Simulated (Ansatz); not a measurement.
Consider the formal exchange of groups at the Sn–S bond: `C[S][SnH]([Cl])[Cl]` + `C#C` → `C#[C][SnH]([Cl])[Cl]` + CH₃SH.

Gas-phase electronic energies from Ansatz, PBE0-D4/def2-TZVP geometries. CCSD(T)/CBS is the MP2 limit (def2-TZVPP, def2-QZVPP) plus CCSD(T) − MP2 in def2-TZVPP, frozen cores. This one scheme is used for every species. DFT in def2-TZVPP. Elements past krypton have def2 core potentials. For Sn outer-core shells are correlated without core-valence functions, which leaves a few kJ/mol of doubt a bond. One conformer a species, not always the lowest.

`C[S][SnH]([Cl])[Cl]`:

```xyz
9

C     0.662    0.430    1.418
S    -0.924   -0.419    1.145
Sn   -0.878   -0.531   -1.213
Cl    1.068   -1.618   -1.866
Cl   -0.617    1.619   -2.051
H     0.663    1.415    0.953
H     0.755    0.544    2.497
H     1.494   -0.167    1.048
H    -2.222   -1.273   -1.931
```

`C#C`:

```xyz
4

C    -0.312   -0.292    0.419
C     0.312    0.292   -0.419
H    -0.867   -0.811    1.165
H     0.867    0.811   -1.165
```

`C#[C][SnH]([Cl])[Cl]`:

Cartesian coordinates in Å:
```
C -0.706 1.438 1.499
C -0.335 0.608 0.709
Sn 0.291 -0.831 -0.624
Cl -0.796 -0.463 -2.628
Cl 2.542 -0.500 -1.017
H -1.033 2.177 2.196
H 0.037 -2.429 -0.134
```

CH₃SH:

Z-matrix (Å, degrees):
```
C
S 1 1.806
H 1 1.089 2 111.5
H 1 1.089 2 111.5 3 -123.8
H 1 1.090 2 106.2 3 118.1
H 2 1.342 1 97.1 3 61.9
```

```
    level  ΔE (kcal/mol)
r2SCAN-D4           14.4
  ωB97M-V           13.1
```

(1) What does CCSD(T)/CBS give? (An estimate is asked.)

Largest T1 diagnostic among the species: 0.013.

## Answers

(1) Computed: +13.3 kcal/mol. The listed levels differ from it by 1.1, -0.2 kcal/mol.

Leaving LDA and LC-ωPBE aside and taking each functional with its dispersion term where it has one, the values, not all of them listed here, spread over 3.1 kcal/mol, from B2PLYP to BLYP-D4. LDA lies +1.3 kcal/mol from PBE without D4. From BLYP to BHLYP (50 % exact exchange), in def2-TZVPP and without D4, ΔE moves by −1.0 kcal/mol.
